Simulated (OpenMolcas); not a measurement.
A calculation on Ca.

| Item | Value |
| --- | --- |
| Program | OpenMolcas |
| Method | CASSCF |
| Basis | ANO-RCC-VQZP [7s6p3d2f1g] |
| Scalar Hamiltonian | DKH2, point nucleus |
| Active space | 2 electrons in 4 orbitals (4s 4p) |
| State averaging | 2S+1 = 3 even, 3 roots; 2S+1 = 1 even, 6 roots; 2S+1 = 3 odd, 3 roots; 2S+1 = 1 odd, 3 roots |
| Spin-orbit coupling | RASSI with atomic mean-field integrals over the reference wave functions, term energies averaged over their components |

Which level of the active space comes out lowest?

4s² ¹S₀, with 100 % of that term; it is also the measured ground level.

How high does 4p² ³P₀ lie?

38378 cm⁻¹ above the lowest level; measured 38418 cm⁻¹ above the ground level, so the calculation is off by 0 %.

How high does 4s 4p ³P°₀ lie?

13526 cm⁻¹ above the lowest level; measured 15158 cm⁻¹ above the ground level, so the calculation is off by -11 %.

How high does 4p² ³P₁ lie?

38413 cm⁻¹ above the lowest level; measured 38465 cm⁻¹ above the ground level, so the calculation is off by 0 %.

Measured values: NIST Handbook of Basic Atomic Spectroscopic Data.

Without dynamic correlation excited terms often stand tens of per cent too high (terms of higher spin than the ground term too low), and those without a measured partner can miss by more than the paired ones. The ¹D term of p² mixes with s d, which this space lacks. Measured partners are found by configuration, term and J. A level has none where our copy of the source lacks it or the pairing is in doubt (some pairs that miss far off the trend of their configuration count as doubtful), and it then counts in no deviation. Levels of configurations outside the active space are missing.

° marks odd parity.
